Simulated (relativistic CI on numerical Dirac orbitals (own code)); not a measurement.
Calculated levels, Sn⁴¹⁺

Calculated at this level of theory: Dirac-Coulomb-Breit CI, KLI orbitals optimised for each configuration, QED by a radiative potential, unscaled Slater integrals (own radial code, finite nucleus).

Configuration list (outside the closed core 1s2): 2s2 2p5, 2s 2p6, 2p6 3s, 2p6 3p, 2p6 3d, 2s2 2p4 3s, 2s2 2p4 3p, 2s2 2p4 3d, 2s 2p5 3s, 2s 2p5 3p, 2s 2p5 3d, 2s2 2p4 4s, 2s2 2p4 4p, 2s2 2p4 4d, 2s2 2p4 4f, 2s 2p5 4s. Levels of other configurations are missing.

The lowest level is 2s2 2p5 2P°_3/2, with 100 % of that term; Hund's rules for 2s2 2p5 give 2P° with J = 3/2, in agreement.

| No. | Configuration | Term | J | E (10³ cm⁻¹) | % | Next component (%) | Landé g |
| --- | --- | --- | --- | --- | --- | --- | --- |
| 1 | 2s2 2p5 | 2P° | 3/2 | 0.0 | 100 |  | 1.319 |
| 2 | 2s2 2p5 | 2P° | 1/2 | 1920.6 | 100 |  | 0.646 |
| 3 | 2s 2p6 | 2S | 1/2 | 4149.3 | 100 |  | 1.982 |
| 4 | 2p4(3P) 3s | 4P | 5/2 | 29403.3 | 72 | 28 2D | 1.475 |
| 5 | 2p4(3P) 3s | 2P | 3/2 | 29459.4 | 58 | 29 2D | 1.210 |
| 6 | 2p4(1S) 3s | 2S | 1/2 | 29696.1 | 60 | 27 4P | 2.014 |
| 7 | 2p4(3P) 3p | 4P° | 3/2 | 30020.6 | 35 | 25 2P° | 1.489 |
| 8 | 2p4(3P) 3p | 2D° | 5/2 | 30041.6 | 35 | 29 4D° | 1.219 |
| 9 | 2p4(1S) 3p | 2P° | 1/2 | 30293.8 | 73 | 19 4D° | 0.691 |
| 10 | 2p4(3P) 3p | 2D° | 5/2 | 30541.3 | 49 | 42 4P° | 1.331 |
| 11 | 2p4(3P) 3p | 4D° | 7/2 | 30547.1 | 71 | 29 2F° | 1.336 |
| 12 | 2p4(1D) 3p | 2P° | 1/2 | 30557.5 | 46 | 40 2S° | 1.288 |
| 13 | 2p4(3P) 3p | 2P° | 3/2 | 30771.4 | 42 | 31 2D° | 1.338 |
| 14 | 2p4(1S) 3p | 2P° | 3/2 | 30880.3 | 63 | 18 4D° | 1.317 |
| 15 | 2p4(3P) 3d | 4D | 3/2 | 31270.9 | 32 | 26 2D | 1.234 |
| 16 | 2p4(3P) 3d | 4D | 5/2 | 31281.8 | 44 | 19 2D | 1.220 |
| 17 | 2p4(3P) 3d | 4P | 1/2 | 31300.8 | 40 | 38 2P | 1.403 |
| 18 | 2p4(3P) 3s | 4P | 3/2 | 31304.9 | 78 | 13 2P | 1.609 |
| 19 | 2p4(3P) 3d | 4F | 7/2 | 31306.9 | 33 | 31 2F | 1.142 |
| 20 | 2p4(3P) 3s | 2P | 1/2 | 31349.8 | 64 | 33 4P | 1.349 |
| 21 | 2p4(3P) 3d | 2F | 7/2 | 31398.2 | 52 | 38 4D | 1.225 |
| 22 | 2p4(3P) 3d | 4F | 9/2 | 31407.0 | 71 | 29 2G | 1.259 |
| 23 | 2p4(1D) 3s | 2D | 5/2 | 31434.1 | 68 | 27 4P | 1.289 |
| 24 | 2p4(1D) 3s | 2D | 3/2 | 31463.3 | 65 | 25 2P | 0.975 |
| 25 | 2p4(3P) 3d | 2P | 1/2 | 31483.7 | 46 | 24 2S | 1.466 |
| 26 | 2p4(1S) 3d | 2D | 3/2 | 31529.7 | 54 | 21 4P | 1.040 |
| 27 | 2p4(3P) 3d | 2D | 5/2 | 31602.8 | 44 | 29 2F | 1.185 |
| 28 | 2p4(1S) 3d | 2D | 3/2 | 31646.9 | 39 | 35 2P | 0.974 |
| 29 | 2p4(1S) 3d | 2D | 5/2 | 31752.2 | 65 | 14 4F | 1.184 |
| 30 | 2p4(3P) 3p | 4P° | 1/2 | 31905.7 | 55 | 25 4D° | 1.852 |
| 31 | 2p4(3P) 3p | 4D° | 3/2 | 31951.8 | 52 | 25 2P° | 1.171 |
| 32 | 2p4(1D) 3p | 2F° | 5/2 | 32053.9 | 55 | 30 2D° | 1.031 |
| 33 | 2p4(1D) 3p | 2P° | 3/2 | 32238.6 | 58 | 20 2D° | 1.313 |
| 34 | 2p4(3P) 3p | 4D° | 5/2 | 32427.7 | 55 | 29 4P° | 1.405 |
| 35 | 2p4(3P) 3p | 2P° | 1/2 | 32466.4 | 36 | 28 2S° | 1.436 |
| 36 | 2p4(3P) 3p | 2D° | 3/2 | 32478.8 | 50 | 26 4S° | 1.315 |
| 37 | 2p4(1D) 3p | 2F° | 7/2 | 32569.0 | 71 | 29 4D° | 1.213 |
| 38 | 2p4(1D) 3p | 2P° | 3/2 | 32572.6 | 43 | 42 2D° | 1.177 |
| 39 | 2p4(1D) 3p | 2D° | 5/2 | 32620.5 | 71 | 14 2F° | 1.185 |
| 40 | 2p4(1D) 3p | 2P° | 1/2 | 32853.5 | 83 | 10 4D° | 0.659 |
| 41 | 2p4(3P) 3d | 4D | 1/2 | 33137.1 | 80 | 16 2P | 0.204 |
| 42 | 2p4(3P) 3d | 4D | 3/2 | 33196.3 | 37 | 29 4F | 0.998 |
| 43 | 2p4(3P) 3d | 4F | 5/2 | 33243.6 | 56 | 23 2D | 1.039 |
| 44 | 2s 2p5 3s | 4P° | 5/2 | 33247.1 | 98 | 2 2s2 2p4 3p 4P° | 1.584 |
| 45 | 2p4(3P) 3d | 4F | 7/2 | 33288.7 | 47 | 38 4D | 1.289 |

Energies count from the lowest computed level; ° marks odd parity. Percentages are summed over parent terms; the parents shown are those of the largest component, closed shells are left out there.

The mean weight of the leading LS term, summed over parents, in these 45 levels is 59 %, and that of the leading jj configuration (from the same eigenvectors) 95 %, so jj coupling describes them better and the LS labels are nominal.

At this charge energies of transitions that change n are usually good to better than 1 %, and those within a shell (Δn = 0) to a few per cent.

LS names give the leading component of a level, which can be under half, so a name can repeat, a term be missing and a line seem to break the LS rules.
